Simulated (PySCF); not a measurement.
Species: C6H8OS.
Z-matrix (Å and degrees, PBE0-D3(BJ)/def2-SVP geometry), rows numbered from 1:
```
C 
O   1  1.3968
C   2  1.3986  1  113.83
C   3  1.5024  2  113.55  1   -66.48
C   4  1.3737  3  127.52  2   -55.83
C   5  1.4217  4  112.99  3   177.94
C   6  1.3712  5  112.50  4    -0.16
S   7  1.7151  6  111.41  5    -0.48
H   1  1.1062  2  112.24  3    61.94
H   1  1.1086  2  111.68  3   -59.51
H   1  1.0987  2  107.58  3  -178.54
H   3  1.1013  2  105.75  1   173.43
H   3  1.1095  2  111.12  1    57.42
H   5  1.0913  4  122.52  3    -1.55
H   6  1.0911  5  124.24  4   179.49
H   7  1.0893  6  128.25  5   179.15
```

All values: wB97X-D/def2-SVPD (PySCF, non-relativistic), on one gas-phase PBE0-D3(BJ)/def2-SVP geometry that isn't relaxed in the solvent. The solvent is an IEF-PCM continuum (Bondi radii, 1.10 Å for H, scaled by 1.2), and excitations are vertical TDDFT with non-equilibrium linear response and a frozen core. Only the electrostatic response of the medium enters.

Gas-phase singlets (H = HOMO, L = LUMO):

| state | E (eV) | λ (nm) | f | leading configurations |
| --- | --- | --- | --- | --- |
| S1 | 5.641 | 220 | 0.136 | H→L 95% |
| S2 | 5.859 | 212 | 0.076 | H-1→L 82%, H→L+4 11% |
| S3 | 6.215 | 200 | 0.003 | H→L+1 82% |
| S4 | 6.440 | 193 | 0.000 | H-1→L+1 78%, H-1→L+6 8% |
| S5 | 6.598 | 188 | 0.000 | H-2→L 89% |

Problem. Give the list for benzene (ε = 2.271), n² = 2.25.

Solution. 
| state | E (eV) | λ (nm) | f | leading configurations | change by rank (eV) |
| --- | --- | --- | --- | --- | --- |
| S1 | 5.567 | 223 | 0.185 | H→L 96% | -0.074 |
| S2 | 5.806 | 214 | 0.125 | H-1→L 86%, H→L+4 8% | -0.053 |
| S3 | 6.241 | 199 | 0.004 | H→L+1 82% | +0.026 |
| S4 | 6.470 | 192 | 0.000 | H-1→L+1 79%, H-1→L+6 8% | +0.030 |
| S5 | 6.612 | 188 | 0.000 | H-2→L 89% | +0.014 |

Problem. Give the list for chloroform (ε = 4.711), n² = 2.09.

Solution. 
```csv
state,E (eV),λ (nm),f,leading configurations,change by rank (eV)
S1,5.573,222,0.181,H→L 96%,-0.068
S2,5.818,213,0.121,"H-1→L 86%, H→L+4 8%",-0.041
S3,6.269,198,0.004,H→L+1 82%,+0.054
S4,6.505,191,0.000,H-1→L+1 79%,+0.065
S5,6.623,187,0.000,H-2→L 89%,+0.025
```

Problem. The ground-state energy changes by -0.138 eV from gas to chloroform. By how much does the total energy of gas-phase S1 change?

Solution. E(S1) = E(S0) + excitation energy, so it changes by -0.138 − 0.068 = -0.206 eV: it is lowered more than the ground state, which is what a red shift means. This is the vertical state, with the slow part of the continuum still set for S0.

Problem. How do the frontier levels move from gas to chloroform?

Solution. 
| orbital | gas (eV) | solvent (eV) | change (eV) |
| --- | --- | --- | --- |
| LUMO+2 | 2.16 | 2.22 | +0.06 |
| LUMO+1 | 2.02 | 2.13 | +0.11 |
| LUMO | 1.10 | 1.11 | +0.01 |
| HOMO | -8.63 | -8.61 | +0.02 |
| HOMO-1 | -9.13 | -9.14 | -0.01 |
| HOMO-2 | -9.65 | -9.67 | -0.02 |
| HOMO-3 | -11.04 | -11.05 | -0.01 |

The HOMO–LUMO gap goes from 9.73 to 9.72 eV.

Cost: about 70 s of CPU time on one thread; the machine was shared, so the figure is rough. This is the whole response run at wB97X-D/def2-SVPD in chloroform, SCF included.

Note: wB97X-D ran without an empirical dispersion term, which enters the total energy and its gradient alone.
